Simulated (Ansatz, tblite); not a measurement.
Forces on the cluster Au₅Cl₄⁺ at its PBE0-D4/def2-SVP geometry. Total charge 1; singlet.

In the def2 sets Au takes a core potential; there is no spin–orbit coupling. The xTB rows come from tblite. No other spin state of charge 1 was run. The structure comes from a short search, and lower isomers may exist.

GFN1-xTB (tblite), largest force 0.49 eV/Å:

```xyz
9
positions Å, forces eV/Å
Au   -0.315    0.742    0.890    0.034   -0.080   -0.096
Au    1.905    1.356   -0.645    0.056    0.100    0.027
Au   -1.833   -1.527    0.439   -0.092   -0.018    0.070
Au    1.439   -1.330    1.430    0.038   -0.009    0.111
Au   -1.366    1.158   -1.636   -0.073    0.092   -0.012
Cl    3.223    0.090    0.841   -0.460   -0.049   -0.166
Cl   -3.136   -0.295   -1.086    0.477    0.008    0.118
Cl    0.494    2.513   -2.133   -0.057   -0.408    0.271
Cl   -0.412   -2.708    1.900    0.076    0.363   -0.324
```

GFN2-xTB (tblite), largest force 0.47 eV/Å:

```
Au -0.021 0.049 0.058
Au 0.185 0.143 -0.055
Au -0.185 -0.144 0.052
Au 0.139 -0.124 0.151
Au -0.138 0.123 -0.152
Cl -0.443 -0.038 -0.148
Cl 0.452 0.016 0.124
Cl -0.058 -0.381 0.269
Cl 0.069 0.356 -0.299
```

PBE-D4/def2-TZVP (Ansatz), largest force 0.33 eV/Å:

```
Au 0.085 -0.201 -0.242
Au -0.188 -0.053 0.128
Au 0.130 0.190 0.035
Au -0.148 0.174 -0.048
Au 0.091 -0.036 0.212
Cl -0.260 -0.034 -0.102
Cl 0.274 -0.001 0.061
Cl -0.030 -0.240 0.148
Cl 0.046 0.202 -0.192
```
